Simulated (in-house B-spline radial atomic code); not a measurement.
Inner levels of boron as electrons are removed. A shift is the extra binding of the orbital against the neutral atom ([He] 2s2 2p1/2(1)). The density at the nucleus is averaged over the nuclear charge. Computed with a B-spline radial code for spherical atoms: Dirac-Hartree-Fock, jj configuration that fills j = l - 1/2 first, finite nuclei.

A number in brackets counts the electrons of a j subshell.

| ion | configuration | shift of 1s1/2 (eV) | radius of 1s1/2 (bohr) | Σ<r²> (bohr²) | change of density at nucleus (bohr⁻³) |
| --- | --- | --- | --- | --- | --- |
| B | [He] 2s2 2p1/2(1) | 0 | 0.32574 | 15.845 | - |
| B+ | [He] 2s2 | 13.352 | 0.32514 | 7.9319 | 0.71582 |
| B2+ | [He] 2s1 | 30.279 | 0.32508 | 3.4101 | -0.49843 |
| B3+ | 1s2 | 50.266 | 0.32436 | 0.28357 | -2.4773 |
| B4+ | 1s1 | 130.79 | 0.29987 | 0.11991 | -32.466 |
